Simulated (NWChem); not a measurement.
System: K cation

Output (shortened):

```
             Northwest Computational Chemistry Package (NWChem) 7.3.0
             --------------------------------------------------------

                             Geometry "geometry" -> ""
                             -------------------------

 Output coordinates in angstroms (scale by  1.889725989 to convert to a.u.)

  No.       Tag          Charge          X              Y              Z
 ---- ---------------- ---------- -------------- -------------- --------------
    1 K                   19.0000     0.00000000     0.00000000     0.00000000

 Effective nuclear repulsion energy (a.u.)       0.0000000000

  pbe96 is a nonlocal functional; adding pw91lda local functional.

                                 NWChem DFT Module
                                 -----------------

 Summary of "ao basis" -> "ao basis" (spherical)
 ------------------------------------------------------------------------------
       Tag                 Description            Shells   Functions and Types
 ---------------- ------------------------------  ------  ---------------------
 K                         6-311++g**               19       43   9s8p2d

            General Information
            -------------------
          SCF calculation type: DFT
          Wavefunction type:  closed shell.
          No. of atoms     :     1
          No. of electrons :    18
           Alpha electrons :     9
            Beta electrons :     9
          Charge           :     1
          Spin multiplicity:     1
          Use of symmetry is: off; symmetry adaption is: off
          Maximum number of iterations: 150
          AO basis - number of functions:    43
                     number of shells:    19
          Convergence on energy requested:  1.00D-06
          Convergence on density requested:  1.00D-05
          Convergence on gradient requested:  5.00D-04

              XC Information
              --------------
          PerdewBurkeErnzerhof Exchange Functional  1.000
            Perdew 1991 LDA Correlation Functional  1.000 local
           PerdewBurkeErnz. Correlation Functional  1.000 non-local

             Grid Information
             ----------------
          Grid used for XC integration:  medium
          Radial quadrature: Mura-Knowles
          Angular quadrature: Lebedev.
          Tag              B.-S. Rad. Rad. Pts. Rad. Cut. Ang. Pts.
          ---              ---------- --------- --------- ---------
          K                   2.20      112          23.0       590
          Grid pruning is: on
          Number of quadrature shells:   112
          Spatial weights used:  Erf1

      Superposition of Atomic Density Guess
      -------------------------------------

 Sum of atomic energies:        -599.14895721

 Renormalizing density from      19.00 to     18

      Non-variational initial energy
      ------------------------------

 Total energy =    -578.776392
 1-e energy   =    -780.419514
 2-e energy   =     201.643122
 HOMO         =      -1.664233
 LUMO         =      -0.301339

     ---------------------------------------------
      Total Density - Mulliken Population Analysis
     ---------------------------------------------

    Atom       Charge   Shell Charges
 -----------   ------   -------------------------------------------------------
    1 K   19    18.00   0.71  1.25  1.07  0.92  1.16  0.88  0.00 -0.00  0.32  5.62  1.56  3.34  1.16  0.00  0.00  0.00 -0.00 -0.00  0.00

   convergence    iter        energy       DeltaE   RMS-Dens  Diis-err
 ---------------- ----- ----------------- --------- --------- ---------
 d= 0,ls=0.0,diis     1   -599.2736181567 -5.99D+02  3.48D-02  9.60D+00
 d= 0,ls=0.0,diis     2   -599.3999510790 -1.26D-01  1.69D-02  3.03D+00
 d= 0,ls=0.0,diis     3   -599.5265744059 -1.27D-01  2.42D-03  2.84D-02
 d= 0,ls=0.0,diis     4   -599.5287693071 -2.19D-03  2.48D-04  4.52D-04
 d= 0,ls=0.0,diis     5   -599.5288006930 -3.14D-05  4.29D-06  7.54D-08
 d= 0,ls=0.0,diis     6   -599.5288007000 -7.03D-09  7.55D-08  1.11D-11

         Total DFT energy =     -599.528800700048
      One electron energy =     -819.777488577590
           Coulomb energy =      253.332210982408
    Exchange-Corr. energy =      -33.083523104866
 Nuclear repulsion energy =        0.000000000000

 Numeric. integr. density =       18.000000000168

                       DFT Final Molecular Orbital Analysis
                       ------------------------------------

 Vector    7  Occ=2.000000D+00  E=-9.144308D-01
              MO Center= -3.9D-16, -2.4D-15,  1.1D-15, r^2= 6.8D-01
   Bfn.  Coefficient  Atom+Function         Bfn.  Coefficient  Atom+Function
  ----- ------------  ---------------      ----- ------------  ---------------
    18      0.434812  1 K  px                20     -0.293694  1 K  pz
    21      0.273494  1 K  px                12     -0.252176  1 K  px
    15      0.205062  1 K  px                23     -0.184732  1 K  pz
    14      0.170332  1 K  pz                19      0.165865  1 K  py
    17     -0.138509  1 K  pz                22      0.104328  1 K  py

 Vector    8  Occ=2.000000D+00  E=-9.144308D-01
              MO Center= -6.6D-16,  3.7D-16,  3.2D-16, r^2= 6.8D-01
   Bfn.  Coefficient  Atom+Function         Bfn.  Coefficient  Atom+Function
  ----- ------------  ---------------      ----- ------------  ---------------
    19      0.360317  1 K  py                18     -0.318297  1 K  px
    20     -0.267746  1 K  pz                22      0.226637  1 K  py
    13     -0.208971  1 K  py                21     -0.200207  1 K  px
    12      0.184601  1 K  px                16      0.169929  1 K  py
    23     -0.168411  1 K  pz                14      0.155284  1 K  pz

[...]
```

Level: PBE/6-311++G** (spherical d). 

### Question
Which NWChem input produces such a log?

### Answer
Several could match; the one computed here: the input that was run:
```
start job
memory heap 200 mb stack 900 mb global 1100 mb
charge 1
geometry units angstroms noautoz
  K      0.000000     0.000000     0.000000
end
basis spherical
  K library 6-311++g**
end
dft
  xc xpbe96 cpbe96
  iterations 150
  mulliken
end
task dft energy
```
